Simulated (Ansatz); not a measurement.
C2H6FNSi (`CN(C)[Si]F`). Total charge 0; spin multiplicity 1.

```xyz
11

C    -0.981   -0.905   -0.422
N    -0.130    0.248   -0.228
C     0.907    0.048    0.759
Si   -0.440    1.653   -1.151
F     0.736    2.626   -0.592
H    -1.741   -0.688   -1.178
H    -1.493   -1.181    0.507
H    -0.402   -1.772   -0.760
H     0.472   -0.195    1.736
H     1.509    0.949    0.859
H     1.562   -0.783    0.471
```

**Question.** What are the harmonic wavenumbers in cm⁻¹ at PBE0-D4/def2-TZVP (Ansatz, finite differences of forces, unscaled)? (An estimate is asked.)

**Answer.** The calculation gave: 139, 209, 219, 256, 306, 338, 401, 685, 814, 1017, 1085, 1112, 1170, 1232, 1325, 1436, 1462, 1468, 1488, 1493, 1520, 3010, 3015, 3062, 3068, 3102, 3156.

**Question.** Is this a minimum?

**Answer.** Yes, all 27 modes are real.

**Question.** Give the ideal-gas thermochemistry at 298.15 K and 1 bar (rigid rotor, harmonic oscillator; point group Cs, symmetry number 1).

**Answer.** Zero-point energy 224.8 kJ/mol; H(298) − E = 244.4 kJ/mol; entropy 329.7 J/(mol·K), of which translation 165.1, rotation 110.1, vibration 54.4; G(298) − E = 146.1 kJ/mol.

**Question.** And at 400, 500, 600, 800 and 1000 K?

**Answer.** 
| T (K) | H − E (kJ/mol) | S (J/mol/K) | G − E (kJ/mol) |
| --- | --- | --- | --- |
| 400 | 255.3 | 361.2 | 110.9 |
| 500 | 268.0 | 389.4 | 73.3 |
| 600 | 282.3 | 415.4 | 33.1 |
| 800 | 314.9 | 462.1 | -54.8 |
| 1000 | 351.7 | 503.1 | -151.4 |
